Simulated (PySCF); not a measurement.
Species: AsSbSbSb tetrahedron, Sb₃As.
Bonds: As1–Sb2, As1–Sb3, As1–Sb4, Sb2–Sb3, Sb2–Sb4, Sb3–Sb4.

Method: PySCF 2.14.0, PBE0-D3(BJ)/def2-SVP geometry optimisation, gas phase, def2 core potentials past Kr.

List the bond lengths and angles at this level.

```
                     bond  length (pm)
As1–Sb2, As1–Sb3, As1–Sb4        265.0
Sb2–Sb3, Sb2–Sb4, Sb3–Sb4        281.7
```

Bonds in one row agree within 1 pm and their mean is given. A selection of angles:
```
      angle  degrees
Sb2–As1–Sb3     64.3
As1–Sb2–Sb3     57.8
Sb3–Sb2–Sb4     60.0
```

All 3 Sb–Sb bonds measure 2.817 to 2.818 Å. Sb2 (antimony bonded to As and 2 Sb) is pyramidal (angles 60.0°, 57.9° and 57.8°, sum 175.7°, 2.28 Å off the plane of its three neighbours). As1 (arsenic bonded to 3 Sb) is pyramidal (angles 64.3°, 64.3° and 64.2°, sum 192.7°, 2.09 Å off the plane of its three neighbours).

Point group: C3v (tolerance 0.08 Å). PBE0-D3(BJ)/def2-SVP frequencies: not computed here. The numbers are those of one conformer.

On one thread of an Arm Neoverse V1 (shared host), this took 1.8 min and 0.42 GiB of memory at its peak. That covers the optimisation of the geometry.
